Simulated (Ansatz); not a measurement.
Molecule: C3H10NSi (charge 0, doublet). It need not be the lowest isomer of its formula. 
Geometry from a B3LYP-D3(BJ)/def2-TZVP (Ansatz, a first-principles code) optimisation:
```
Si
N 1 1.7402
H 2 1.0098 1 118.84
H 2 1.0098 3 109.64 1 -141.36
C 1 1.8526 2 113.53 3 -68.73
H 5 1.0861 1 123.15 2 88.00
H 5 1.0861 6 113.57 1 175.24
C 1 1.8717 2 106.67 3 51.02
H 8 1.0917 1 110.87 2 58.31
H 8 1.0921 9 108.32 1 -122.06
H 8 1.0932 9 107.86 10 -116.00
C 1 1.8718 2 106.63 3 171.51
H 12 1.0917 1 110.87 2 -58.19
H 12 1.0920 13 108.32 1 122.06
H 12 1.0932 13 107.86 14 116.00
```
Charge 0, spin multiplicity 2.

Basis-set convergence of Hartree-Fock and MP2 correlation energies (hartree) with Ansatz. Correlated levels leave the core frozen unless marked. Open shells are spin-unrestricted. No spin-orbit coupling. Non-relativistic.

```json
[
 {"basis": "cc-pV(D+d)Z", "functions": "129", "E(HF)": "-462.83913", "E(corr, MP2)": "-0.67784"},
 {"basis": "cc-pV(T+d)Z", "functions": "299", "E(HF)": "-462.91277", "E(corr, MP2)": "-0.84105"},
 {"basis": "cc-pV(Q+d)Z", "functions": "584", "E(HF)": "-462.92842", "E(corr, MP2)": "-0.89750"}
]
```

Extrapolating the two largest sets (X = 3 and 4) as X^-3: E(corr) = (64·(-0.89750) - 27·(-0.84105))/37 = -0.9387 Eh, an estimate of the basis-set limit. The largest set recovers 95.6 % of it, the smallest 72.2 %.
